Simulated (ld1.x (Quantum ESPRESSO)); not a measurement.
**Mg (Z = 12): one change to an ultrasoft potential, before and after**

- Element: magnesium
- Generator: ld1.x (Quantum ESPRESSO) 7.5
- Type: ultrasoft
- Functional: PBE
- Relativity: scalar-relativistic
- Frozen core: [He]
- Valence charge: 10
- Reference configuration: 2s2 2p6 3s2 3p0
- Partial waves: 2s (bound): rcut 0.95, rcutus 1.05 bohr; 3s (bound): rcut 0.95, rcutus 1.05 bohr; 2p (bound): rcut 1.05, rcutus 1.15 bohr; 3p (bound, empty): rcut 1.05, rcutus 1.15 bohr
- Local potential: all-electron potential smoothed inside 0.80 bohr (lloc = -1)
- Core correction: Bessel-smoothed model core, default radius (core density twice the valence density)
- Augmentation charge: PSQ, radius 0.75 bohr

Change: waves 2s (bound): rcut 0.64, rcutus 0.68 bohr; 3s (bound): rcut 0.64, rcutus 0.68 bohr.

Cutoffs: the cutoffs (Ry, on a coarse ladder) from which the occupation-weighted sum of valence levels, in a spherical-Bessel basis at the reference potential, stays within 10 and 1 mRy of its value at 400 Ry; they do not see the model core or the augmentation charge, which bear on the density cutoff. Errors are all-electron minus pseudo energies relative to the spin-unpolarised reference configuration.

What does the change do?

The potential gets harder (70 Ry and 110 Ry → 80 Ry and 140 Ry); of the 7 tests that both files solve, the error grows in 1 and shrinks in 0 by more than 15 % and 0.3 meV (median size 0.0 → 0.1 meV); neither file shows a bound ghost. A smaller radius makes the pseudo-wave follow the all-electron one further in, where it bends more sharply, so more plane waves are needed.

| quantity | base | changed |
| --- | --- | --- |
| cutoff, loose | 70 Ry | 80 Ry |
| cutoff, tight | 110 Ry | 140 Ry |
| loose cutoff by channel (10 mRy a level) | s 40 Ry, p 50 Ry | s 60 Ry, p 50 Ry |
| bound ghosts | none | none |
| error for 2s2 2p6 3s1 3p0, meV [ΔE 7.96 eV] | 0.0 | +0.1 |
| error for 2s2 2p6 3s0 3p0, meV [ΔE 22.99 eV] | -0.1 | +0.2 |
| error for 2s2 2p6 3s1.5 3p0, meV [ΔE 3.14 eV] | 0.0 | 0.0 |
| error for 2s2 2p6 3s0 3p2, meV [ΔE 7.18 eV] | 0.0 | 0.0 |
| error for 2s2 2p6 3s1 3p1, meV [ΔE 3.49 eV] | 0.0 | 0.0 |
| error for 2s1 2p6 3s2 3p0, meV [ΔE 91.47 eV] | -3.6 | -110 |
| error for 2s2 2p6 3s0 3p1, meV [ΔE 12.33 eV] | +0.1 | +0.1 |
| s: phases at 1.25 bohr within 0.05 rad from the reference energy up to (Ry; the scan ends near 5) | to the end of the scan | to the end of the scan |
| p: phases at 1.25 bohr within 0.05 rad from the reference energy up to (Ry; the scan ends near 5) | 4.9 | 4.9 |
| lowest overlap eigenvalue by channel | s 0.14, p 0.30 | s 0.57, p 0.30 |
